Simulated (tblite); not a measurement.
C4H12OSi.
Atom-mapped SMILES: `[CH3:1][C:2]([CH3:3])([CH3:4])[SiH2:5][OH:6]` (hydrogens: H7, H8, H9 on C1; H10, H11, H12 on C3; H13, H14, H15 on C4; H16, H17 on Si5; H18 on O6)

Cartesian coordinates in Å at the GFN2-xTB level; atoms count from 1:
```
atom  x, y, z in Å
C1    -0.9263    0.8736    0.9555
C2    -0.2466   -0.0761   -0.0329
C3    -1.0722   -1.3589   -0.1316
C4    -0.2157    0.5936   -1.4101
Si5    1.5308   -0.4886    0.5612
O6     2.4610    0.8409    0.6780
H7    -0.3600    1.7975    1.0585
H8    -1.0055    0.4145    1.9385
H9    -1.9313    1.1271    0.6168
H10   -0.6292   -2.0492   -0.8462
H11   -2.0897   -1.1399   -0.4553
H12   -1.1223   -1.8579    0.8337
H13   -1.2288    0.7952   -1.7595
H14    0.2730   -0.0445   -2.1446
H15    0.3170    1.5433   -1.3709
H16    1.5450   -0.9619    1.9378
H17    2.1232   -1.4415   -0.3843
H18    2.5689    1.4391   -0.0563
```

Computed values, GFN2-xTB/tblite, gas phase, harmonic and unscaled. Errors from tens to a few hundred cm⁻¹ against measured bands are possible. Modes of hydrogen on silicon can be 10 to 20 % off. One conformer, not necessarily the lowest.

Harmonic wavenumbers (cm⁻¹): 49.8, 146.9, 206.5, 216.2, 240.6, 259.2, 264.4, 284.7, 362.3, 375.4, 397.5, 524.7, 608.6, 612.8, 745.0, 769.8, 800.7, 887.2, 902.2, 965.1, 973.1, 974.8, 1032.9, 1036.6, 1221.7, 1225.3, 1243.7, 1411.4, 1413.7, 1434.2, 1501.2, 1502.1, 1503.5, 1515.3, 1518.7, 1520.2, 2219.9, 2327.9, 2989.6, 2992.4, 3000.1, 3005.2, 3017.7, 3020.1, 3024.8, 3030.9, 3033.2, 3669.1.

A = 3872, B = 1943, C = 1836 MHz; mass 104.066 u (most abundant isotopes); point group C1, symmetry number 1.

Question: What is the zero-point energy?

Answer: ½Σν̃ = 32989 cm⁻¹ = 94.32 kcal/mol.

Question: Give the ideal-gas entropy at 350 K and 1 bar in the rigid-rotor, harmonic-oscillator model (classical rotation).

Answer: Translation 40.66, rotation 28.02, vibration 29.44: S = 98.1 cal/(mol K).

Question: And Cp and H(350 K) − H(0)?

Answer: Cp = 41.07 cal/(mol K), of which vibrations give 33.12 (their classical limit is 48 R = 95.4); H(350 K) − H(0) = 8.53 kcal/mol without the zero-point energy, 5.75 from vibrations.

Question: What must be added to the electronic energy to get the Gibbs energy at 350 K and 1 bar?

Answer: ZPE + [H(350 K) − H(0)] − T·S = 94.32 + 8.53 − 34.34 = 68.51 kcal/mol.

Question: How do the functions run with temperature in this model?

Answer: 
```csv
T (K),S (cal/(mol K)),Cp (cal/(mol K)),H − H(0) (kcal/mol),G − H(0) (kcal/mol),ln q(vib)
100,64.1,16.8,1.14,-5.28,1.01
200,79.2,27.5,3.38,-12.47,3.06
300,92.1,36.7,6.59,-21.05,5.37
500,114.8,52.6,15.59,-41.80,10.08
800,143.3,68.7,33.96,-80.65,16.86
1000,159.4,76.0,48.46,-110.95,21.07
```

q(vib) and H(0) count from the zero-point level.

Hindered rotation and anharmonicity are outside this model. Other conformers, if any are populated, would add a mixing term that is left out. The structure is chiral; the term R ln 2 for an equal mix with its mirror image is left out.

The run took 0.87 s on one thread, Arm Neoverse N1 (aarch64), shared host. This covers the Hessian and the dipole derivatives.
